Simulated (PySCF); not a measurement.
**La(III) with more and more OH**

Computed with PySCF 2.14.0, PBE0, def2-SVP on the ligands, density fitting, scalar-relativistic core potentials, no spin-orbit coupling, vacuum. The metal has lcecp-1-SVP with ECP46. Each complex is relaxed within the symmetry of its template. Distances are means of the shortest metal–ligand contacts, charges and spins Mulliken's; removal energies are rigid, with the ligand's formal charge and no counterpoise, so too large; for an anion taken off a cation in vacuum most of it is the attraction of opposite charges, and multiply charged cations can part far more cheaply with an electron moved from ligand to metal. lcecp potentials hold a fixed number of 4f electrons in the core, out of states, spins and gaps.

```csv
complex,point group,M–OH (Å),charge on M (e),dipole (D),removal of one OH (eV),"strongest infrared band, degenerate modes summed (cm⁻¹)",unstable modes (below −25 cm⁻¹)
[La(OH)2]+,C2v,2.066,1.49,–,16.85,554,0
[La(OH)4]−,"S4, nearly Td",2.241,0.93,–,5.36,237,0
```

Task: What does the calculation give for La(OH)3?

Result: point group: C3v, M–OH (Å): 2.165, charge on M (e): 1.18, dipole (D): 1.61, removal of one OH (eV): 10.57, strongest infrared band, degenerate modes summed (cm⁻¹): 354, unstable modes (below −25 cm⁻¹): 0.
```xyz
7

La    0.0000    0.0000   -0.3761
O     2.1190    0.0000    0.0672
H     3.0188    0.0000    0.3951
O    -1.0595    1.8351    0.0672
H    -1.5094    2.6144    0.3951
O    -1.0595   -1.8351    0.0672
H    -1.5094   -2.6144    0.3951
```

The more ligands, the longer each bond and the weaker the last ligand is held.

One start shape was tried for each, so a minimum needn't be the lowest isomer.
